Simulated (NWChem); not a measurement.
System meant: ZrHF3; SMILES [F][ZrH]([F])[F]

Input file for NWChem:

```
start job
memory heap 200 mb stack 900 mb global 1100 mb
geometry units angstroms noautoz
  Zr     0.000000     0.000000    -0.123651
  F      1.825443     0.059244     0.411472
  F     -0.861414    -1.610502     0.411472
  F     -0.964028     1.551258     0.411472
  H      0.000000     0.000000    -1.983186
end
basis spherical
  Zr library def2-svp
  F library def2-svp
  H library def2-svp
end
dft
  xc xpbe96 cpbe96
  iterations 150
  mulliken
end
task dft energy
```

End of the output:

```
             Northwest Computational Chemistry Package (NWChem) 7.3.0
             --------------------------------------------------------

 C3  symmetry detected

                             Geometry "geometry" -> ""
                             -------------------------

 Output coordinates in angstroms (scale by  1.889725989 to convert to a.u.)

  No.       Tag          Charge          X              Y              Z
 ---- ---------------- ---------- -------------- -------------- --------------
    1 Zr                  40.0000    -0.00000000    -0.00000000    -0.18512921
    2 F                    9.0000     1.75265246    -0.51377108     0.34999379
    3 F                    9.0000    -1.32126504    -1.26095602     0.34999379
    4 F                    9.0000    -0.43138743     1.77472710     0.34999379
    5 H                    1.0000    -0.00000000    -0.00000000    -2.04466421

 Effective nuclear repulsion energy (a.u.)     357.0684744814

      Symmetry information
      --------------------

 Group name             C3
 Group number              5
 Group order               3
 No. of unique centers     3

  pbe96 is a nonlocal functional; adding pw91lda local functional.

                                 NWChem DFT Module
                                 -----------------

 Summary of "ao basis" -> "ao basis" (spherical)
 ------------------------------------------------------------------------------
       Tag                 Description            Shells   Functions and Types
 ---------------- ------------------------------  ------  ---------------------
 Zr                         def2-svp                11       31   5s3p2d1f
 F                          def2-svp                 6       14   3s2p1d
 H                          def2-svp                 3        5   2s1p

      Symmetry analysis of basis
      --------------------------

        a          30
        e+         24
        e-         24

  Rotation of axis

            General Information
            -------------------
          SCF calculation type: DFT
          Wavefunction type:  closed shell.
          No. of atoms     :     5
          No. of electrons :    68
           Alpha electrons :    34
            Beta electrons :    34
          Charge           :     0
          Spin multiplicity:     1
          Use of symmetry is: on ; symmetry adaption is: on
          Maximum number of iterations: 150
          AO basis - number of functions:    78
                     number of shells:    32
          Convergence on energy requested:  1.00D-06
          Convergence on density requested:  1.00D-05
          Convergence on gradient requested:  5.00D-04

              XC Information
              --------------
          PerdewBurkeErnzerhof Exchange Functional  1.000
            Perdew 1991 LDA Correlation Functional  1.000 local
           PerdewBurkeErnz. Correlation Functional  1.000 non-local

             Grid Information
             ----------------
          Grid used for XC integration:  medium
          Radial quadrature: Mura-Knowles
          Angular quadrature: Lebedev.
          Tag              B.-S. Rad. Rad. Pts. Rad. Cut. Ang. Pts.
          ---              ---------- --------- --------- ---------
          Zr                  1.55      123          10.0       590
          F                   0.50       49           8.0       434
          H                   0.35       45          10.0       434
          Grid pruning is: on
          Number of quadrature shells:   217
          Spatial weights used:  Erf1

      Superposition of Atomic Density Guess
      -------------------------------------

 Sum of atomic energies:        -965.07657240

      Non-variational initial energy
      ------------------------------

 Total energy =    -968.499026
 1-e energy   =   -2019.812282
 2-e energy   =     694.244782
 HOMO         =      -1.703291
 LUMO         =      -1.702968

 !!!!!!!!!!!!!!!!!!!!!!!!!!!!!!!!!!!!!!!!!!!!!!!!!!!!!!!!!!!!!!!!!!!!!!
 Warning - the HOMO and LUMO are degenerate and you are using symmetry.
 This can lead to non-variational energies and poor convergence.
 Modify the initial guess, or use an open-shell wavefunction, or turn
 off symmetry.
 !!!!!!!!!!!!!!!!!!!!!!!!!!!!!!!!!!!!!!!!!!!!!!!!!!!!!!!!!!!!!!!!!!!!!!

      Symmetry analysis of molecular orbitals - initial
      -------------------------------------------------

  Numbering of irreducible representations:

     1 a           2 e+          3 e-

  Orbital symmetries:

     1 a           2 a           3 e+          4 e+          5 a
     6 a           7 e+          8 e+          9 e+         10 e+
    11 a          12 e+         13 e+         14 a          15 e+
    16 e+         17 a          18 a          19 a          20 e+
    21 e+         22 e+         23 e+         24 a          25 a
    26 e+         27 e+         28 e+         29 e+         30 a
    31 e+         32 e+         33 a          34 a          35 e+
    36 e+         37 a          38 a          39 e+         40 e+
    41 e+         42 e+         43 a          44 a

     ---------------------------------------------
      Total Density - Mulliken Population Analysis
     ---------------------------------------------

    Atom       Charge   Shell Charges
 -----------   ------   -------------------------------------------------------
    1 Zr  40    43.98   2.01  2.06  2.18 -0.05  0.06  6.09  6.60 -0.15 10.77 -0.22 14.65
    2 F    9     8.19   1.99  1.05  0.84  2.90  1.40  0.01
    3 F    9     8.19   1.99  1.05  0.84  2.90  1.40  0.01
    4 F    9     8.19   1.99  1.05  0.84  2.90  1.40  0.01
    5 H    1    -0.57   0.13 -0.58 -0.12

   convergence    iter        energy       DeltaE   RMS-Dens  Diis-err
 ---------------- ----- ----------------- --------- --------- ---------
 d= 0,ls=0.0,diis     1   -996.2448592942 -1.35D+03  1.60D-01  1.45D+01
 d= 0,ls=0.0,diis     2   -996.0324595200  2.12D-01  1.26D-01  1.55D+01
 d= 0,ls=0.0,diis     3   -996.5277204337 -4.95D-01  8.27D-02  9.03D+00
 d= 0,ls=0.0,diis     4   -997.5435083331 -1.02D+00  3.02D-02  2.80D-01
 d= 0,ls=0.0,diis     5   -997.5819706942 -3.85D-02  9.58D-03  6.96D-02
  Resetting Diis
 d= 0,ls=0.0,diis     6   -997.5926131674 -1.06D-02  3.44D-04  4.26D-04
 d= 0,ls=0.0,diis     7   -997.5926444988 -3.13D-05  9.07D-04  5.77D-05
 d= 0,ls=0.0,diis     8   -997.5925906760  5.38D-05  6.20D-04  5.18D-04
 d= 0,ls=0.0,diis     9   -997.5926524128 -6.17D-05  5.94D-05  1.82D-06
 d= 0,ls=0.0,diis    10   -997.5926527308 -3.18D-07  4.52D-06  3.49D-08

         Total DFT energy =     -997.592652730772
      One electron energy =    -2179.640044509894
           Coulomb energy =      881.598855033994
    Exchange-Corr. energy =      -56.619937736264
 Nuclear repulsion energy =      357.068474481391

 Numeric. integr. density =       67.999988621427

                  Occupations of the irreducible representations
                  ----------------------------------------------

[...]
```

### Question
What is wrong, and how is it mended?

### Answer
The run ends normally but its numbers are meaningless: the def2 basis of a heavy element holds valence functions alone and wants its effective core potential (without it all electrons must fit into that basis). This input runs:
```
start job
memory heap 200 mb stack 900 mb global 1100 mb
geometry units angstroms noautoz
  Zr     0.000000     0.000000    -0.123651
  F      1.825443     0.059244     0.411472
  F     -0.861414    -1.610502     0.411472
  F     -0.964028     1.551258     0.411472
  H      0.000000     0.000000    -1.983186
end
basis spherical
  * library def2-svp
end
ecp
  Zr library def2-ecp
end
dft
  xc xpbe96 cpbe96
  iterations 150
  mulliken
end
task dft energy
```
It converges to -346.91880 Ha (PBE/def2-SVP with def2 effective core potentials on Zr). The faulty run gave -997.593 Ha, with all electrons squeezed into the valence basis.
